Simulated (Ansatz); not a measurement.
One change: `[NH2][GeH]([Cl])[Cl]` becomes `Cl[CH2][GeH]([Cl])[Cl]`.

Ansatz, PBE0-D4/def2-TZVP geometries, multiplicity 1. Each molecule was computed in one conformer, which needn't be the lowest.

Scalar relativity is left out up to krypton.

```tsv
property	`[NH2][GeH]([Cl])[Cl]`
ideal-gas entropy at 298 K and 1 bar (rigid rotor, harmonic PBE0-D4/def2-TZVP) / J/(mol·K)	348
size of the dipole moment (PBE/def2-TZVPP) / D	2.94
HOMO energy (PBE/def2-TZVPP) / eV	-6.70
LUMO energy (PBE/def2-TZVPP) / eV	-1.39
LUMO energy (B3LYP/def2-TZVPP) / eV	-0.72
HOMO energy (B3LYP/def2-TZVPP) / eV	-7.92
```

What does the change do to each property? (Estimate.)

Ansatz gave: 
| property | `Cl[CH2][GeH]([Cl])[Cl]` | shift |
| --- | --- | --- |
| ideal-gas entropy at 298 K and 1 bar (rigid rotor, harmonic PBE0-D4/def2-TZVP) / J/(mol·K) | 377 | 29 |
| size of the dipole moment (PBE/def2-TZVPP) / D | 2.86 | -0.08 |
| HOMO energy (PBE/def2-TZVPP) / eV | -7.07 | -0.37 |
| LUMO energy (PBE/def2-TZVPP) / eV | -1.64 | -0.25 |
| LUMO energy (B3LYP/def2-TZVPP) / eV | -0.95 | -0.23 |
| HOMO energy (B3LYP/def2-TZVPP) / eV | -8.16 | -0.24 |

With PBE0 the HOMO falls by 0.21 eV and the LUMO falls by 0.28 eV, so the gap narrows by about 0.07 eV. PBE moves the HOMO by -0.37 eV and ωB97M-V by -0.05 eV. The zero-point energy changes by 7.5 kJ/mol with +3 modes. Dipoles are sizes alone; their direction can turn. Modes under 60 cm⁻¹, often nearly free rotors, make the harmonic entropy too high.

B3LYP here is the variant with VWN-RPA as its local correlation; programs differ in this.

Positive LUMOs are unbound, so they and the gaps depend on the basis.
